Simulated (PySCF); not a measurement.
C5H13Al, SMILES [AlH]([CH2]CCC)[CH3] (GFN2-xTB optimised geometry):

```
19

Al     0.437    -1.846     0.000
H     -0.277    -3.223     0.036
C      2.426    -1.846     0.000
H      2.863    -1.266    -0.822
H      2.813    -2.867    -0.098
H      2.860    -1.437     0.921
C     -0.744    -0.226     0.000
C     -0.090     0.915     0.802
C     -0.819     2.255     0.676
C     -2.211     2.235     1.300
H     -0.952     0.149    -1.014
H     -1.730    -0.458     0.427
H     -0.038     0.633     1.858
H      0.941     1.051     0.456
H     -0.223     3.028     1.168
H     -0.900     2.523    -0.380
H     -2.154     1.937     2.345
H     -2.863     1.539     0.778
H     -2.662     3.223     1.249
```

Level of theory: PBE0/def2-SVP (PySCF).

Q: What are the frontier orbital energies and the dipole moment?

A: HOMO-2 -8.93 eV, HOMO-1 -7.85 eV, HOMO -7.24 eV, LUMO -0.90 eV, LUMO+1 0.84 eV; dipole moment 0.79 D.

On the same geometry PBE/def2-SVP in PySCF gives HOMO-2 -7.51 eV, HOMO-1 -6.55 eV, HOMO -5.98 eV, LUMO -1.67 eV, LUMO+1 0.05 eV; dipole moment 0.84 D.

Meta-Löwdin charges at PBE0/def2-SVP: Al1 0.70, H2 -0.17, C3 -0.60, H4 0.11, H5 0.11, H6 0.11, C7 -0.47, C8 -0.16, C9 -0.16, C10 -0.30, H11 0.10, H12 0.10, H13 0.08, H14 0.08, H15 0.09, H16 0.09, H17 0.09, H18 0.10, H19 0.10.
